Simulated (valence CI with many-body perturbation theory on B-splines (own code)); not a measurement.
Values are calculated unless marked as measured or tabulated.
# Hyperfine factors and g values of Nd²⁸⁺

Method: valence CI with perturbative core correlation (CI+MBPT): four valence electrons over a frozen Dirac-Fock core [Ar] 3d10, radial functions for each j: 11 s, 11 p, 9 d, 7 f, 5 g, 2 h, 1 i, with the one-electron correlation potential Σ1, the two-electron term Σ2, the three-electron term Σ3, Breit, model QED; selected CI, second order for the rest (own B-spline code, finite nucleus).

No measured spectrum was set against this ion. As an estimate, large intervals hold to a few tenths of a per cent, small ones and those within an open d or f shell to about a per cent.

A/g_I is the dipole constant over the nuclear g factor μ/I (μ in nuclear magnetons, uniformly magnetised nucleus), B/Q the quadrupole constant per barn. Both hold the static response of the core; the bare values leave it out. Large factors of s and p1/2 electrons are usually good to 5 to 10 %; those of open d and f shells near neutrality can be off by tens of per cent, and small factors of p3/2, d and f electrons come from cancelling terms and can be off by a factor of two or in sign, in half-filled shells by more. B is blank for J = 1/2, where it vanishes, and for nearly pure S terms. Energies count from the lowest level. Levels with J = 0 are left out.

Levels are named by their leading jj configuration (3d3/2^4 stands for four electrons in 3d with j = 3/2), which in mixed levels can hold well under half, so a name can repeat and another be missing. Letters in brackets count levels of one name in rising energy.

| Level | E (cm⁻¹) | g | A/g_I (MHz) | A/g_I bare | B/Q (MHz/b) | B/Q bare |
| --- | --- | --- | --- | --- | --- | --- |
| (4s^2 4p1/2 4p3/2) J=1 | 219800 | 1.499 | -11100 | -10800 | 23100 | 22100 |
| (4s^2 4p1/2 4p3/2) J=2 | 244210 | 1.201 | 58400 | 55900 | 34300 | 32900 |
| (4s^2 4p3/2^2) J=2 | 482470 | 1.294 | 25100 | 24000 | 11500 | 11000 |
| (4s 4p1/2^2 4p3/2) J=2 | 721810 | 1.678 | 145000 | 140000 | 31800 | 30400 |
| (4s 4p1/2^2 4p3/2) J=1 | 807300 | 0.956 | -89900 | -86200 | 36500 | 34900 |
| (4s 4p1/2 4p3/2^2) J=2 [a] | 926390 | 1.493 | 102000 | 98100 | 27500 | 26300 |
| (4s 4p1/2 4p3/2^2) J=3 | 973190 | 1.329 | 127000 | 122000 | -3620 | -3430 |
| (4s 4p1/2 4p3/2^2) J=2 [b] | 1030900 | 1.002 | 21600 | 20900 | -17400 | -16700 |
| (4s 4p1/2 4p3/2^2) J=1 [a] | 1046200 | 1.272 | 87200 | 83700 | -39600 | -37900 |
| (4s 4p1/2 4p3/2^2) J=1 [b] | 1088500 | 1.448 | 101000 | 96900 | 9780 | 9370 |
| (4s^2 4p1/2 4d3/2) J=2 | 1106800 | 0.856 | 30600 | 29500 | 10100 | 9690 |
| (4s^2 4p1/2 4d5/2) J=3 | 1177200 | 1.108 | 33000 | 31900 | 15400 | 14800 |
| (4s^2 4p1/2 4d3/2) J=1 | 1185900 | 0.842 | -35400 | -33500 | 6130 | 5920 |
| (4s^2 4p1/2 4d5/2) J=2 | 1194200 | 1.287 | -3180 | -2740 | 4530 | 4410 |
| (4s 4p3/2^3) J=2 | 1244900 | 1.347 | 122000 | 118000 | -33600 | -32200 |
| (4s 4p3/2^3) J=1 | 1330700 | 1.246 | -60900 | -58400 | -8480 | -8110 |
| (4s^2 4p3/2 4d5/2) J=4 | 1372700 | 1.248 | 11900 | 11500 | 55900 | 53600 |
| (4s^2 4p3/2 4d3/2) J=2 | 1379200 | 1.026 | 12600 | 12100 | -5190 | -4950 |
| (4s^2 4p3/2 4d3/2) J=3 | 1397600 | 1.189 | 19400 | 18800 | 23500 | 22600 |
| (4s^2 4p3/2 4d3/2) J=1 | 1416500 | 1.256 | -12900 | -12100 | -21400 | -20500 |
| (4s^2 4p3/2 4d5/2) J=2 | 1446500 | 1.294 | 30200 | 29200 | -32300 | -30900 |
| (4s^2 4p3/2 4d5/2) J=3 | 1491200 | 1.116 | 14000 | 13600 | 21500 | 20700 |
| (4s^2 4p3/2 4d5/2) J=1 | 1517400 | 0.965 | -9070 | -8260 | 6440 | 6210 |
| (4p1/2^2 4p3/2^2) J=2 | 1550600 | 1.319 | 52600 | 50700 | -1760 | -1650 |
| (4s 4p1/2^2 4d3/2) J=1 | 1573700 | 0.331 | -108000 | -103000 | 3430 | 3330 |
| (4s 4p1/2^2 4d3/2) J=2 | 1601900 | 1.189 | 55200 | 53300 | 9370 | 9010 |
| (4s 4p1/2^2 4d5/2) J=3 | 1651600 | 1.376 | 81000 | 78100 | 11500 | 11100 |
| (4s 4p1/2^2 4d5/2) J=2 | 1732700 | 0.915 | -32100 | -30500 | 11100 | 10700 |
| (4s 4p1/2 4p3/2 4d3/2) J=1 [a] | 1753300 | 1.276 | 63400 | 61000 | -21000 | -20200 |
| (4s 4p1/2 4p3/2 4d3/2) J=2 [a] | 1763600 | 1.186 | 75100 | 72200 | -24900 | -23800 |
| (4s 4p1/2 4p3/2 4d3/2) J=3 [a] | 1774500 | 1.205 | 77100 | 74100 | -5930 | -5630 |
| (4p1/2 4p3/2^3) J=1 | 1795400 | 1.450 | -9970 | -9100 | -20900 | -20000 |
| (4s 4p1/2 4p3/2 4d5/2) J=4 [a] | 1796300 | 1.323 | 66200 | 63700 | 29000 | 27800 |
| (4p1/2 4p3/2^3) J=2 | 1798600 | 1.151 | 36000 | 34800 | -39200 | -37600 |

Task: Take the isotope of mass number 145, with I = 7/2, μ = -0.656 μN and Q = -0.314 b. What is the hyperfine structure of (4s 4p1/2^2 4p3/2) J=1?

Result: From the table A = 16900 MHz, B = -11500 MHz. Shifts from the centre of gravity in MHz: F = 5/2: -82200, F = 7/2: -8690, F = 9/2: 56300.
